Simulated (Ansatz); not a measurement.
The lowest singlet and triplet of H2P (SMILES [PH2+]); geometries from B3LYP-D3(BJ)/def2-TZVP, each state relaxed from the structure named, with no frequency check.
Singlet (charge 1, multiplicity 1):
```xyz
3

P     -0.00041     0.11677     0.00000
H     -1.02299    -0.87941     0.00000
H      1.02917    -0.87217     0.00000
```

```
level                                         gap E(singlet) − E(triplet), vertical, at the singlet's geometry (kcal/mol)  cost
--------------------------------------------  ---------------------------------------------------------------------------  ----
U-HF/cc-pV(D+d)Z (spin-contaminated)                                                                               -16.86     -
R-PBE/def2-TZVPP                                                                                                   -24.26    ×1
U-PBE/def2-TZVPP                                                                                                   -24.26    ×3
U-B3LYP/def2-TZVPP                                                                                                 -28.63    ×2
R-wB97X-V/def2-TZVPP                                                                                               -30.30    ×3
U-MP2/cc-pV(D+d)Z (spin-contaminated)                                                                              -20.66     -
R-MP2/cc-pV(Q+d)Z                                                                                                  -26.63     -
U-MP2/cc-pV(Q+d)Z (spin-contaminated)                                                                              -21.98     -
R-SCS-MP2/cc-pV(D+d)Z                                                                                              -28.08     -
R-CCSD/cc-pV(Q+d)Z                                                                                                 -29.51     -
R-CCSDT(Q)/cc-pV(T+d)Z                                                                                             -29.36   ×50
SC-NEVPT2 on SA-CASSCF(6,6)/cc-pV(T+d)Z                                                                            -29.51     -
FIC-NEVPT4(SD) on SA-CASSCF(6,6)/cc-pV(D+d)Z                                                                       -28.23     -
FIC-MRCISD+Q on SA-CASSCF(6,6)/cc-pV(Q+d)Z                                                                         -30.31     -
```

The rows run from -30.31 (FIC-MRCISD+Q on SA-CASSCF(6,6)/cc-pV(Q+d)Z) to -16.86 kcal/mol (U-HF/cc-pV(D+d)Z (spin-contaminated)). From cc-pV(D+d)Z (spin-contaminated) to cc-pV(Q+d)Z (spin-contaminated) U-MP2 changes by -1.31.

A positive gap puts the triplet lower; no zero-point energy. R- takes a restricted singlet. U- takes an unrestricted singlet (broken symmetry where lower, unprojected). The triplet is unrestricted in single-reference levels. Active spaces average the two states.

Cores are frozen in the correlated methods.

Doubts at one or more of the structures used: a restricted determinant that unrestricted orbitals would lower (R-MP2/cc-pV(Q+d)Z, R-SCS-MP2/cc-pV(D+d)Z, R-CCSD/cc-pV(Q+d)Z, R-CCSDT(Q)/cc-pV(T+d)Z).

Programs: Ansatz (Gaussian orbitals). Values without a source in brackets are computed.

Costs are rough ratios of core time to R-PBE/def2-TZVPP (about 1.4 s over the structures, on one shared machine); a dash marks a level with no comparable run of its own.

Ansatz is an electronic-structure program.
